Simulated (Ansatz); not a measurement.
Frontier orbitals of CH$_{5}$GaS, SMILES `S[CH2][GaH2]`.

```xyz
8

S    -0.419    1.250    0.921
C     0.897    0.326    0.023
Ga   -0.434   -1.113   -0.211
H    -1.085    1.689   -0.160
H     1.675    0.136    0.760
H     1.290    0.919   -0.797
H    -1.420   -0.980   -1.420
H    -0.504   -2.226    0.884
```

The species carries charge 0 and has multiplicity 1. Correlated methods include outer-core shells of Ga, which these sets cover unevenly. Scalar relativity is left out up to krypton. All single points use the PBE0-D4/def2-TZVP geometry. It is one conformer, not always the lowest. Basis def2-TZVPP, the Gaussian-basis code of Ansatz.

```
functional  HOMO (eV)  LUMO (eV)
   ωB97X-V      -9.19       1.18
```

Question: Give HOMO and LUMO (eV) with LDA (SPW92), PBE, revPBE, BLYP, r2SCAN, B97M-V, PBE0, B3LYP, r2SCANh, r2SCAN0, HSE06 (plane-wave form), BHLYP, CAM-B3LYP, LC-ωPBE, ωB97M-V, HF. (An estimate is asked.)

Answer: The calculation gave: 
| functional | HOMO | LUMO |
| --- | --- | --- |
| LDA (SPW92) | -5.97 | -1.68 |
| PBE | -5.82 | -1.44 |
| revPBE | -5.76 | -1.33 |
| BLYP | -5.68 | -1.37 |
| r2SCAN | -6.04 | -1.16 |
| B97M-V | -6.11 | -1.34 |
| PBE0 | -6.93 | -0.68 |
| B3LYP | -6.72 | -0.93 |
| r2SCANh | -6.45 | -0.89 |
| r2SCAN0 | -7.07 | -0.51 |
| HSE06 (plane-wave form) | -6.53 | -1.04 |
| BHLYP | -7.92 | 0.05 |
| CAM-B3LYP | -8.21 | 0.19 |
| LC-ωPBE | -9.53 | 1.31 |
| ωB97M-V | -9.05 | 0.96 |
| HF | -9.49 | 2.03 |

B3LYP here is the variant with VWN-RPA as its local correlation; programs differ in this. LC-ωPBE has ω = 0.4 bohr⁻¹. Positive LUMOs are unbound and depend on the basis.
